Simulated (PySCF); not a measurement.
C3F3, SMILES [C]#CC(F)(F)F, multiplicity 2. Geometry: PBE0-D3(BJ)/def2-SVP. The isomer is the one that the SMILES or the coordinates give; other isomers of the formula were not compared.

All values below come from PBE0-D3(BJ)/def2-SVP (PySCF).

Harmonic wavenumbers (cm⁻¹): 171, 171, 451, 451, 554, 611, 611, 842, 1249, 1249, 1282, 2297. Rotational constants (GHz): 5.740, 3.090, 3.090; symmetry number 3.

### Question
Work out the zero-point energy and the ideal-gas rigid-rotor harmonic-oscillator thermochemistry at 298.15 K and 1 atm.

### Answer
ZPE = ½ Σ hcν = ½ × 9939 cm⁻¹ = 14.21 kcal/mol. H − E(el) = 18.05 kcal/mol. Entropy in cal/(mol K): translation 39.50, rotation 23.99, vibration 8.11, spin 1.38, total 72.99. G − E(el) = -3.71 kcal/mol. Cp = 18.67 cal/(mol K).
